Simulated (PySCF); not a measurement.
**Electron correlation in Al (aluminium, neutral)**

[Ne] 3s1 3p1 4s1, high-spin 4P determinant (an excited configuration). Calculation: PySCF 2.14, in aug-cc-pCVTZ-DK (8s7p5d3f, 75 functions); scalar relativity by spin-free X2C-1e. Frozen: 1s2; 11 electrons correlated.

| level | correlation energy (mhartree) |
| --- | --- |
| CCSD | -291.58 |
| (T) | -2.41 |
| CCSD(T) | -293.99 |

Diagnostics: T1 = 0.010, D1 = 0.0465, largest double amplitude 0.039.

The outer electron is Rydberg-like, and this basis confines it to a smaller radius and binds it less than a complete one would.

Cost of the coupled-cluster step: of the order of 26 core-seconds, for 11 correlated electrons.

Iterations:

```
CC2 = 0
CCSD nocc = (np.int64(7), np.int64(4)), nmo = (74, 74)
frozen orbitals [[0], [0]]
max_cycle = 100
direct = 0
conv_tol = 1e-08
conv_tol_normt = 1e-06
diis_space = 8
diis_start_cycle = 0
Init t2, MP2 energy = -0.282625897240328
Init E_corr(UCCSD) = -0.282625897243742
cycle = 1  E_corr(UCCSD) = -0.28844814565482  dE = -0.00582224841  norm(t1,t2) = 0.037389
cycle = 2  E_corr(UCCSD) = -0.290478079119668  dE = -0.00202993346  norm(t1,t2) = 0.018598
cycle = 3  E_corr(UCCSD) = -0.291573944431364  dE = -0.00109586531  norm(t1,t2) = 0.0104345
cycle = 4  E_corr(UCCSD) = -0.291500115843391  dE = 7.3828588e-05  norm(t1,t2) = 0.00404966
cycle = 5  E_corr(UCCSD) = -0.291508592533505  dE = -8.47669011e-06  norm(t1,t2) = 0.00289953
cycle = 6  E_corr(UCCSD) = -0.291510171460019  dE = -1.57892651e-06  norm(t1,t2) = 0.00470742
cycle = 7  E_corr(UCCSD) = -0.291599464595466  dE = -8.92931354e-05  norm(t1,t2) = 0.00630351
cycle = 8  E_corr(UCCSD) = -0.291577093321246  dE = 2.23712742e-05  norm(t1,t2) = 0.000439814
cycle = 9  E_corr(UCCSD) = -0.291582134154667  dE = -5.04083342e-06  norm(t1,t2) = 0.000163121
cycle = 10  E_corr(UCCSD) = -0.291585565644704  dE = -3.43149004e-06  norm(t1,t2) = 4.60177e-05
cycle = 11  E_corr(UCCSD) = -0.291584862218308  dE = 7.03426396e-07  norm(t1,t2) = 1.37255e-05
cycle = 12  E_corr(UCCSD) = -0.291584732814631  dE = 1.29403677e-07  norm(t1,t2) = 6.68027e-06
cycle = 13  E_corr(UCCSD) = -0.291584717655776  dE = 1.51588549e-08  norm(t1,t2) = 4.99342e-05
cycle = 14  E_corr(UCCSD) = -0.291584762231071  dE = -4.45752953e-08  norm(t1,t2) = 3.54456e-06
cycle = 15  E_corr(UCCSD) = -0.291584759899962  dE = 2.33110897e-09  norm(t1,t2) = 1.46667e-06
cycle = 16  E_corr(UCCSD) = -0.291584771494238  dE = -1.15942757e-08  norm(t1,t2) = 1.29584e-06
cycle = 17  E_corr(UCCSD) = -0.291584767251728  dE = 4.24251051e-09  norm(t1,t2) = 5.70759e-06
cycle = 18  E_corr(UCCSD) = -0.291584764916209  dE = 2.33551806e-09  norm(t1,t2) = 1.54734e-07
UCCSD converged
E(UCCSD) = -242.3697710500435  E_corr = -0.2915847649162095
UCCSD(T) correction = -0.00241286321649712
```
